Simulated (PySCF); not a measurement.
CH₉NO₂Si₂, SMILES CN[SiH2]O[SiH2]O. Geometry: PBE-D3(BJ)/def2-SVP. The structure was generated by enumeration, and PubChem lists no compound with its InChIKey, so it may never have been made. The values are those of a single conformer.

Problem. Give the equilibrium geometry at PBE-D3(BJ)/def2-SVP (PySCF confirms it by a frequency run) as Cartesian coordinates in Å. (The exact figures need the calculation; the answer reports its results.)

Solution. This is not unique; one that fits is 
```xyz
15

C     -1.6379    -1.7882     0.1679
N     -1.7346    -0.3953     0.5832
Si    -1.2188     0.9486    -0.3775
O      0.4577     1.0575    -0.6065
Si     1.7525     0.4055     0.2231
O      1.7908    -1.2744     0.1378
H     -2.4107    -2.4118     0.6658
H     -0.6384    -2.2405     0.3628
H     -1.8244    -1.8608    -0.9246
H     -1.7468    -0.2678     1.5985
H     -1.7986     0.8046    -1.7520
H     -1.6794     2.1889     0.3296
H      2.9796     1.0043    -0.3992
H      1.6682     0.6895     1.6919
H      1.9607    -1.6316    -0.7516
```
Charge 0, spin multiplicity 1.
